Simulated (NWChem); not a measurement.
System: C$_{3}$H$_{2}$N$_{2}$O; SMILES O=C1N=CC=N1

All runs: NWChem. Coordinates come from a PBE0/def2-SVP optimisation. Level: PBE0/def2-SVP with SMD (1 M gas to 1 M solution), gas-phase geometry.

Task: Predict the results for solvent toluene. Quantities: solvation free energy (kcal/mol); cavity-dispersion-structure term (kcal/mol); dipole in solution (D).

Result: 
| Item | Value |
|---|---|
| solvation free energy (kcal/mol) | -7.4 |
| cavity-dispersion-structure term (kcal/mol) | -2.0 |
| dipole in solution (D) | 5.49 |
